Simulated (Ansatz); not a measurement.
Reaction (ligand exchange at a B–O bond): `FBO[SiH3]` + H–F → `FBF` + `O[SiH3]`

Isolated molecules relaxed with PBE0-D4/def2-TZVP in Ansatz; ΔE leaves out vibrations. CBS: MP2 limit from def2 TZ/QZ plus the TZ coupled-cluster correction, frozen cores. This one scheme is used for every species. Functionals use def2-TZVPP. B3LYP here is the variant with VWN-RPA as its local correlation; programs differ in this. HSE06 is defined as in plane-wave codes. Each species was taken in one conformer, which may not be the lowest.

```tsv
level	ΔE (kcal/mol)	difference from CCSD(T)/CBS
LDA (SPW92)	-2.4	-0.7
revPBE-D4	-2.6	-0.9
BLYP-D4	-2.9	-1.2
r2SCAN-D4	-3.3	-1.6
B97M-V	-3.8	-2.1
PBE0-D4	-2.4	-0.7
B3LYP-D4	-2.6	-0.9
r2SCANh-D4	-3.1	-1.4
r2SCAN0-D4	-2.8	-1.1
HSE06-D4	-2.4	-0.7
BHLYP-D4	-2.4	-0.7
CAM-B3LYP-D4	-2.9	-1.2
ωB97X-V	-3.0	-1.3
B2PLYP	-3.2	-1.5
PBE-QIDH	-2.4	-0.7
PBE	-3.5	-1.8
revPBE	-4.0	-2.3
BLYP	-4.3	-2.6
r2SCAN	-3.5	-1.8
PBE0	-3.0	-1.3
B3LYP	-3.7	-2.0
r2SCANh	-3.3	-1.6
HSE06	-3.0	-1.3
BHLYP	-3.4	-1.7
CAM-B3LYP	-3.6	-1.9
RPA@PBE/def2-TZVPP	-2.7	-1.0
HF/def2-SVP	-3.6	-1.9
MP2/def2-SVP	-3.3	-1.6
CCSD(T)/def2-SVP	-3.3	-1.6
HF/def2-TZVPP	-3.9	-2.2
MP2/def2-TZVPP	-2.1	-0.4
SCS-MP2/def2-TZVPP	-2.6	-0.9
CCSD/def2-TZVPP	-2.5	-0.8
CCSD(T)/def2-TZVPP	-2.4	-0.7
HF/def2-QZVPP	-3.8	-2.1
MP2/def2-QZVPP	-1.6	0.1
SCS-MP2/def2-QZVPP	-2.2	-0.5
HF/CBS(def2)	-3.8	-2.1
MP2/CBS(def2)	-1.4	0.3
CCSD/CBS(def2)	-1.8	-0.1
CCSD(T)/CBS	-1.7	0
```

Largest T1 diagnostic among the species: 0.013.

Leaving LDA and LC-ωPBE aside and taking each functional with its dispersion term where it has one, the values spread over 1.5 kcal/mol, from B97M-V to PBE0-D4. LDA lies +1.1 kcal/mol from PBE without D4. From BLYP to BHLYP (50 % exact exchange), in def2-TZVPP and without D4, ΔE moves by +0.9 kcal/mol.
